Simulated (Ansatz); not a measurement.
`[CH3][Sn][Cl]` + `CNC` → `C[N](C)[Sn][Cl]` + CH₄ at 400 K and 1 bar (ligand exchange at the Sn–C bond).

Computed with Ansatz on PBE0-D4/def2-TZVP structures; ΔE is electronic, products minus reactants. CCSD(T)/CBS adds triple-zeta CCSD(T) − MP2 to the extrapolated MP2 energy (def2 sets, frozen cores). This one scheme is used for every species. def2 core potentials past Kr. For Sn outer-core shells are correlated without core-valence functions, which leaves a few kJ/mol of doubt a bond. One conformer a species, not always the lowest.

```csv
species,CCSD(T)/CBS energy (Eh),H − E (kJ/mol),S (J/(mol·K))
`[CH3][Sn][Cl]`,-713.71101,117.5,344.7
`CNC`,-135.00321,264.6,293.2
`C[N](C)[Sn][Cl]`,-808.28811,250.8,401.3
CH₄,-40.46206,131.3,197.2
```

H − E and S are ideal-gas, rigid-rotor, harmonic terms from PBE0-D4/def2-TZVP, for one conformer and one mirror image of each species. 1 Eh = 2625.50 kJ/mol, R = 8.31446 J/(mol·K).

Problem. By hand: ΔE, ΔH, ΔS and ΔG.

Solution. ΔE = (-808.28811) + (-40.46206) − (-713.71101) − (-135.00321) = -0.03595 Eh = -94.4 kJ/mol. Δ(H − E) = 250.8 + 131.3 − 117.5 − 264.6 = 0.0, so ΔH = -94.4 kJ/mol. ΔS = 401.3 + 197.2 − 344.7 − 293.2 = -39.4 J/(mol·K). ΔG = -94.4 − 400 × (-39.4)/1000 = -78.6 kJ/mol.

Problem. By hand: the equilibrium constant, and the temperature at which ΔG would vanish if ΔH and ΔS stayed fixed.

Solution. log₁₀ K = −ΔG/(RT ln 10) = 10.3. ΔG = 0 at ΔH/ΔS = 2396 K.

ΔH outweighs TΔS. A doubt of 5 kJ/mol in ΔE shifts log₁₀ K by 0.7 here. Other conformers and mirror images would add mixing entropy, several J/(mol·K) or more a flexible species. These are equilibria of isolated gas molecules and say nothing of rates. Largest T1 diagnostic: 0.017 (customary marks: 0.02 for closed shells, 0.045 for open ones).
